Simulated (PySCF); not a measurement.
A structure optimised at PBE-D3(BJ)/def2-SVP, used in a PySCF frequency run:

```xyz
12

C      0.7556    -2.1770     0.0000
C      0.0263    -0.8585     0.0000
C     -1.4741    -0.9136     0.0000
C      0.7376     0.2900     0.0000
Cl     0.0408     1.8883     0.0000
H      1.8556    -2.0508     0.0000
H      0.4770    -2.7820     0.8902
H      0.4770    -2.7820    -0.8902
H     -1.9238     0.0962     0.0000
H     -1.8451    -1.4669    -0.8897
H     -1.8451    -1.4669     0.8897
H      1.8379     0.3060     0.0000
```

Write its SMILES, formula and point group.

CC(C)=CCl, C4H7Cl, Cs

What are its rotational constants (standard atomic weights)?

8.3305, 2.2079, 1.7847 GHz
